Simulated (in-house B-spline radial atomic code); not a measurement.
Inner levels of scandium as electrons are removed. A shift is the extra binding of the orbital against the neutral atom ([Ar] 3d3/2(1) 4s2). The density at the nucleus is averaged over the nuclear charge. Computed with an all-electron radial atomic-structure program (B-spline basis): Dirac-Hartree-Fock, jj configuration that fills j = l - 1/2 first, finite nuclei.

A number in brackets counts the electrons of a j subshell.

```csv
ion,configuration,shift of 2p3/2 (eV),shift of 1s1/2 (eV),shift of 2p1/2 (eV),radius of 2p3/2 (bohr),radius of 1s1/2 (bohr),radius of 2p1/2 (bohr),Σ<r²> (bohr²),change of density at nucleus (bohr⁻³)
Sc,[Ar] 3d3/2(1) 4s2,0,0,0,0.3069,0.072975,0.30458,52.791,-
Sc+,[Ar] 3d3/2(1) 4s1,?,?,?,?,?,?,?,?
Sc2+,[Ar] 3d3/2(1),?,?,?,?,?,?,?,?
Sc3+,[Ne] 3s2 3p6,33.155,32.443,32.943,0.30685,0.072979,0.30435,12.533,-2.1486
Sc4+,[Ne] 3s2 3p1/2(2) 3p3/2(3),56.033,56.696,56.311,0.30705,0.072974,0.30388,10.366,3.233
Sc5+,[Ne] 3s2 3p1/2(2) 3p3/2(2),?,?,?,?,?,?,?,?
Sc6+,[Ne] 3s2 3p1/2(2) 3p3/2(1),106.87,111.36,108.32,0.3063,0.07296,0.30262,6.8461,15.884
Sc7+,[Ne] 3s2 3p1/2(2),134.7,141.69,136.85,0.30576,0.072951,0.30183,5.3908,23.153
Sc8+,[Ne] 3s2 3p1/2(1),164.7,174.03,165.78,0.30491,0.07294,0.30201,4.0921,30.925
Sc9+,[Ne] 3s2,196.35,208.38,196.23,0.30394,0.072927,0.30151,2.9327,39.345
Sc10+,[Ne] 3s1,228.88,243.55,228.8,0.30304,0.072925,0.30063,1.8989,-6.1981
```

(1) Fill in the row of Sc+.

(2) Fill in the row of Sc2+.

(3) Fill in the row of Sc5+.

Answers

(1) shift of 2p3/2 (eV): 6.8741; shift of 1s1/2 (eV): 6.9338; shift of 2p1/2 (eV): 6.8855; radius of 2p3/2 (bohr): 0.30689; radius of 1s1/2 (bohr): 0.072975; radius of 2p1/2 (bohr): 0.30458; Σ<r²> (bohr²): 30.453; change of density at nucleus (bohr⁻³): -1.4783.

(2) shift of 2p3/2 (eV): 15.332; shift of 1s1/2 (eV): 15.493; shift of 2p1/2 (eV): 15.359; radius of 2p3/2 (bohr): 0.30686; radius of 1s1/2 (bohr): 0.072975; radius of 2p1/2 (bohr): 0.30456; Σ<r²> (bohr²): 16.212; change of density at nucleus (bohr⁻³): -4.3921.

(3) shift of 2p3/2 (eV): 80.626; shift of 1s1/2 (eV): 83.019; shift of 2p1/2 (eV): 81.46; radius of 2p3/2 (bohr): 0.30672; radius of 1s1/2 (bohr): 0.072967; radius of 2p1/2 (bohr): 0.3033; Σ<r²> (bohr²): 8.4903; change of density at nucleus (bohr⁻³): 9.2446.
